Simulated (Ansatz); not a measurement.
`CN(C)[Si]Br` + silanol → `[SiH3]O[Si]Br` + dimethylamine at 600 K and 1 bar (ligand exchange at the Si–N bond).

Program: Ansatz. Geometries: PBE0-D4/def2-TZVP. ΔE: electronic, gas phase. CCSD(T)/CBS is the MP2 limit (def2-TZVPP, def2-QZVPP) plus CCSD(T) − MP2 in def2-TZVPP, frozen cores. For Br outer-core shells are correlated without core-valence functions, which leaves a few kJ/mol of doubt a bond. Scalar relativity is left out up to krypton. One conformer a species, not always the lowest.

| species | CCSD(T)/CBS energy (Eh) | H − E (kJ/mol) | S (J/(mol·K)) |
| --- | --- | --- | --- |
| `CN(C)[Si]Br` | -2996.85389 | 281.0 | 441.8 |
| `O[SiH3]` | -366.69042 | 135.7 | 307.9 |
| `[SiH3]O[Si]Br` | -3228.55316 | 132.9 | 425.8 |
| `CNC` | -135.00321 | 284.6 | 333.5 |

H − E and S are ideal-gas, rigid-rotor, harmonic terms from PBE0-D4/def2-TZVP, for one conformer and one mirror image of each species. 1 Eh = 2625.50 kJ/mol, R = 8.31446 J/(mol·K).

Q: By hand: ΔE, ΔH, ΔS and ΔG.

A: ΔE = (-3228.55316) + (-135.00321) − (-2996.85389) − (-366.69042) = -0.01206 Eh = -31.7 kJ/mol. Δ(H − E) = 132.9 + 284.6 − 281.0 − 135.7 = 0.8, so ΔH = -30.9 kJ/mol. ΔS = 425.8 + 333.5 − 441.8 − 307.9 = 9.6 J/(mol·K). ΔG = -30.9 − 600 × (9.6)/1000 = -36.7 kJ/mol.

Q: By hand: the equilibrium constant, and the temperature at which ΔG would vanish if ΔH and ΔS stayed fixed.

A: log₁₀ K = −ΔG/(RT ln 10) = 3.2. ΔH and −TΔS have one sign here, so there is no such temperature.

The number of gas molecules stays the same, so ΔS is small and ΔH decides. A doubt of 5 kJ/mol in ΔE shifts log₁₀ K by 0.4 here. Other conformers and mirror images would add mixing entropy, several J/(mol·K) or more a flexible species. These are equilibria of isolated gas molecules and say nothing of rates. Largest T1 diagnostic: 0.012 (customary marks: 0.02 for closed shells, 0.045 for open ones).

ΔS is within the doubt of such terms, so its sign, and with it that verdict, could turn.
